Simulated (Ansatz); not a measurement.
The cluster Na₅⁺, relaxed as a quintet with UKS r2SCAN/def2-SVP in Ansatz, starting from the r2SCAN/def2-SVP geometry of the charge +1 singlet. Force threshold 0.02 eV/Å.

At r2SCAN/def2-SVP a singlet of charge 1 lies 1.38 eV below the quintet, each at its own geometry. The structure comes from a short search, and lower isomers may exist.

Start:

```tsv
atom	x (Å)	y (Å)	z (Å)
Na1	2.0512	0.8289	-2.9212
Na2	-0.0061	0.0246	0.0142
Na3	2.8474	2.3502	-0.0380
Na4	-3.4220	-0.2409	1.3688
Na5	-1.4705	-2.9628	1.5761
```

Problem. Estimate the energy that the relaxation releases and the steps that it takes.

Solution. 19.1 kcal/mol, in 30 steps; 3.3 min on 4 threads of Arm Neoverse V1 on a shared host. The force fell under the threshold at step 10, but the optimiser went on and released 0.353 eV more. No frequencies were taken in this run, so the end may be a saddle point.

Problem. Does the start keep its bonding?

Solution. Bonds lost: Na1–Na2, Na2–Na4 (atoms count from 1). Metal–metal contacts that move far: Na1–Na3 3.36 to 3.92 Å, Na4–Na5 3.36 to 3.92 Å.

Problem. Predict the relaxed structure.

Solution. 
```csv
atom,x (Å),y (Å),z (Å)
Na1,5.7087,1.7108,-4.7937
Na2,0.2792,0.1667,0.4541
Na3,3.1292,1.1548,-1.8991
Na4,-6.2672,-2.0356,3.9208
Na5,-2.8498,-0.9967,2.3178
```
Bond lengths (bridged metal pairs left out): 4 × Na–Na 3.82 to 3.92 Å.
